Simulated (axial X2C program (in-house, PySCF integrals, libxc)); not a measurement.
**Levels of BaF by electron attachment to BaF⁺ (EOM-EA-CCSD)**

Computed with an axial X2C code built on PySCF integrals: two-component X2C with atomic mean-field Coulomb and Gaunt terms, Gaussian nuclei, basis Ba dyall-acv3z, F dyall-av3z with contracted cores.

R = 2.158 Å (near the PBE0 minimum at charge 0 of the determinant lowest at the starting distance; the state shown can have its own minimum elsewhere).

Hartree–Fock spinors of BaF⁺ (one of each Kramers pair; a window near the gap, which can cut inner shells):

```csv
ω,occupied,ε (eV),character
1/2,yes,-30.50,"94% Ba p, 3% F p"
3/2,yes,-28.39,98% Ba p
1/2,yes,-28.27,"85% Ba p, 10% F p, 2% F s"
1/2,yes,-18.88,"93% F p, 4% Ba d, 3% Ba f"
3/2,yes,-18.83,"92% F p, 4% Ba d, 3% Ba f"
1/2,yes,-18.53,"81% F p, 8% Ba p, 7% Ba d"
1/2,no,-4.34,"81% Ba s, 13% Ba p, 3% Ba d"
1/2,no,-3.03,"71% Ba p, 27% Ba d"
3/2,no,-2.98,"71% Ba p, 27% Ba d"
3/2,no,-2.76,99% Ba d
5/2,no,-2.75,99% Ba d
1/2,no,-2.71,"49% Ba p, 44% Ba d, 3% Ba s"
```

Levels of BaF obtained by attaching an electron to BaF⁺:

```
  Ω  binding energy (eV)  above lowest (cm⁻¹)                  attached spinor  one-particle weight
1/2                4.808                    0             81% Ba sσ, 10% Ba pσ                 0.99
3/2                3.362                11662                        98% Ba dδ                 0.98
1/2                3.343                11816             61% Ba pπ, 35% Ba dπ                 0.99
5/2                3.315                12039                        99% Ba dδ                 0.98
3/2                3.266                12434             61% Ba pπ, 36% Ba dπ                 0.99
1/2                3.019                14424             47% Ba pσ, 44% Ba dσ                 0.99
1/2                2.219                20878  45% Ba dπ, 34% Ba pπ, 11% Ba fπ                 0.99
3/2                2.196                21060  44% Ba dπ, 35% Ba pπ, 11% Ba fπ                 0.99
1/2                1.811                24170             81% Ba sσ, 14% Ba pσ                 1.00
```

**Question.** What is the splitting of the first π pair in the table, and is it regular or inverted?

**Answer.** E(3/2) − E(1/2) = 12434 − 11816 = 618 cm⁻¹ at EOM-EA-CCSD: regular, Ω = 1/2 lower. Splittings at this level can be off by ten to twenty per cent.

This point took 2.1 min on 1 thread of Intel(R) Xeon(R) Processor @ 2.30GHz, with other jobs on the host.

Reference electrons by ω block (each with its −ω partner): 1/2: 21, 3/2: 9, 5/2: 2. 16 electrons of BaF⁺ correlated (inner shells frozen), 160 natural virtual spinors (a truncated set); levels can be off by some tenths of an eV. Roots sought by Ω: (1/2: 5, 3/2: 4, 5/2: 2, 7/2: 1); rows need 60 % one-particle weight and stop where some Ω has no more roots. Missing are any skipped roots, higher Ω and states of a further excitation; these come out far too high here and may in truth be low or lowest. T1 of the reference 0.015 (Lee–Taylor). The reference was not checked to be the lowest state of its species. Number of frozen shells: Ba 4 s, 3 p, 2 d; F 1 s.
